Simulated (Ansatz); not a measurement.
`C=[C]([SiH3])[InH2]` + H₂S → `[SH][InH2]` + `C=C[SiH3]` at 500 K and 1 bar (ligand exchange at the In–C bond).

Computed with Ansatz on PBE0-D4/def2-TZVP structures; ΔE is electronic, products minus reactants. CCSD(T)/CBS is the MP2 limit (def2-TZVPP, def2-QZVPP) plus CCSD(T) − MP2 in def2-TZVPP, frozen cores. This one scheme is used for every species. def2 core potentials past Kr. For In outer-core shells are correlated without core-valence functions, which leaves a few kJ/mol of doubt a bond.

```json
{"species": "`C=[C]([SiH3])[InH2]`", "CCSD(T)/CBS energy (Eh)": "-559.14593", "H − E (kJ/mol)": "230.0", "S (J/(mol·K))": "436.4"}
{"species": "H₂S", "CCSD(T)/CBS energy (Eh)": "-398.97279", "H − E (kJ/mol)": "57.0", "S (J/(mol·K))": "224.0"}
{"species": "`[SH][InH2]`", "CCSD(T)/CBS energy (Eh)": "-589.39884", "H − E (kJ/mol)": "84.2", "S (J/(mol·K))": "327.8"}
{"species": "`C=C[SiH3]`", "CCSD(T)/CBS energy (Eh)": "-368.76077", "H − E (kJ/mol)": "209.7", "S (J/(mol·K))": "334.4"}
```

H − E and S are ideal-gas, rigid-rotor, harmonic terms from PBE0-D4/def2-TZVP. 1 Eh = 2625.50 kJ/mol, R = 8.31446 J/(mol·K).

Question: By hand: ΔE, ΔH, ΔS and ΔG.

Answer: ΔE = (-589.39884) + (-368.76077) − (-559.14593) − (-398.97279) = -0.04089 Eh = -107.4 kJ/mol. Δ(H − E) = 84.2 + 209.7 − 230.0 − 57.0 = 6.9, so ΔH = -100.5 kJ/mol. ΔS = 327.8 + 334.4 − 436.4 − 224.0 = 1.8 J/(mol·K). ΔG = -100.5 − 500 × (1.8)/1000 = -101.4 kJ/mol.

Question: By hand: the equilibrium constant, and the temperature at which ΔG would vanish if ΔH and ΔS stayed fixed.

Answer: log₁₀ K = −ΔG/(RT ln 10) = 10.6. ΔH and −TΔS have one sign here, so there is no such temperature. One of them is within its doubt of zero, so this could turn.

The number of gas molecules stays the same, so ΔS is small and ΔH decides. A doubt of 5 kJ/mol in ΔE shifts log₁₀ K by 0.5 here. These are equilibria of isolated gas molecules and say nothing of rates. Largest T1 diagnostic: 0.014 (customary marks: 0.02 for closed shells, 0.045 for open ones).
